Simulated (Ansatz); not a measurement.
Reactions of BCl2HSe (`ClB(Cl)[SeH]`).

Computed with Ansatz on PBE0-D4/def2-TZVP structures; ΔE is electronic, products minus reactants. CCSD(T)/CBS adds triple-zeta CCSD(T) − MP2 to the extrapolated MP2 energy (def2 sets, frozen cores). This one scheme is used for every species. DFT in def2-TZVPP. B3LYP here is the variant with VWN-RPA as its local correlation; programs differ in this. For Se outer-core shells are correlated without core-valence functions, which leaves a few kJ/mol of doubt a bond. Scalar relativity is left out up to krypton. One conformer a species, not always the lowest.

| reaction | B3LYP-D4 (kJ/mol) | HF/CBS(def2) (kJ/mol) | CCSD/CBS(def2) (kJ/mol) | PBE-D4 (kJ/mol) | CCSD(T)/CBS(def2) (kJ/mol) |
| --- | --- | --- | --- | --- | --- |
| `ClB(Cl)[SeH]` + `O=CC[SiH3]` → `O=CC([SiH3])[SeH]` + `ClBCl` | 100 | 108 | 104 | 100 | 102 |
| `ClB(Cl)[SeH]` + `C=NC` → `C/N=C/[SeH]` + `ClBCl` | 82 | 80 | 90 | 82 | 90 |
| `ClB(Cl)[SeH]` + CH₃OH → `COB(Cl)Cl` + H₂Se | -79 | -94 | -74 | -66 | -71 |
| `ClB(Cl)[SeH]` + `OPO` → `OP(O)[SeH]` + `ClBCl` | 26 | 31 | 35 | 26 | 35 |
| `ClB(Cl)[SeH]` + HCl → `ClB(Cl)Cl` + H₂Se | -14 | -23 | -10 | -11 | -8 |
| `ClB(Cl)[SeH]` + `CO[SiH2]C` → `CO[SiH](C)[SeH]` + `ClBCl` | -17 | -24 | -19 | -14 | -17 |
| `ClB(Cl)[SeH]` + `OC1CC1` → `OC1([SeH])CC1` + `ClBCl` | 92 | 92 | 95 | 95 | 94 |

Largest T1 diagnostic: 0.014, for `O=CC[SiH3]`.
